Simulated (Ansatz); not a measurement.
C₁₂H₁₀I₂⁻, that is diphenyliodonium iodide with one electron more. Total charge -1; doublet. Geometry PBE-D4/def2-SVP, that of the neutral singlet; atoms count from 1.

```xyz
24

I     0.518   -2.694    0.130
C     4.507    0.951    1.789
C     3.437    1.796    2.119
C     2.175    1.603    1.525
C     2.037    0.557    0.611
I     0.069    0.528   -0.466
C    -2.008   -0.238   -0.871
C    -3.013    0.650   -0.485
C    -4.338    0.341   -0.850
C    -4.615   -0.829   -1.573
C    -3.575   -1.700   -1.938
C    -2.247   -1.413   -1.574
C     3.072   -0.310    0.273
C     4.328   -0.094    0.867
H     5.490    1.102    2.262
H     3.571    2.606    2.853
H     1.328    2.260    1.781
H    -2.788    1.564    0.087
H    -5.153    1.017   -0.549
H    -5.653   -1.070   -1.848
H    -3.791   -2.617   -2.508
H    -1.423   -2.105   -1.816
H     2.905   -1.149   -0.421
H     5.169   -0.755    0.605
```

In the def2 sets I takes a core potential; there is no spin–orbit coupling.

(1) Estimate the Mulliken populations from the PBE0/def2-SVP orbitals of Ansatz.

(2) Where does the spin sit?

(3) And the Mayer bond orders between heavy atoms (over 0.3)?

Results:

(1) 
| atom | charge (e) | spin (α − β) |
| --- | --- | --- |
| I1 | -0.69 | 0.22 |
| C2 | -0.03 | -0.01 |
| C3 | -0.04 | 0.02 |
| C4 | 0.00 | -0.02 |
| C5 | -0.22 | 0.28 |
| I6 | 0.30 | 0.22 |
| C7 | -0.22 | 0.29 |
| C8 | -0.01 | -0.03 |
| C9 | -0.04 | 0.02 |
| C10 | -0.03 | -0.01 |
| C11 | -0.05 | 0.02 |
| C12 | 0.02 | -0.02 |
| C13 | 0.03 | -0.02 |
| C14 | -0.05 | 0.02 |
| H15 | -0.01 | 0.00 |
| H16 | -0.01 | 0.00 |
| H17 | 0.00 | 0.01 |
| H18 | 0.00 | 0.01 |
| H19 | -0.01 | 0.00 |
| H20 | -0.01 | 0.00 |
| H21 | 0.00 | 0.00 |
| H22 | 0.04 | 0.01 |
| H23 | 0.03 | 0.01 |
| H24 | 0.00 | 0.00 |
Mulliken values depend strongly on the basis.

(2) Summed by element: I 0.43, C 0.53, H 0.04, of 1 unpaired in all. Largest on single atoms: C7 0.29, C5 0.28, I1 0.22.

(3) C2–C3 1.40 (1.40 Å); C2–C14 1.38 (1.41 Å); C3–C4 1.39 (1.41 Å); C4–C5 1.42 (1.40 Å); C5–I6 0.67 (2.24 Å); C5–C13 1.43 (1.39 Å); I6–C7 0.65 (2.25 Å); C7–C8 1.41 (1.40 Å); C7–C12 1.43 (1.39 Å); C8–C9 1.40 (1.41 Å); C9–C10 1.40 (1.40 Å); C10–C11 1.38 (1.41 Å); C11–C12 1.40 (1.41 Å); C13–C14 1.41 (1.41 Å).
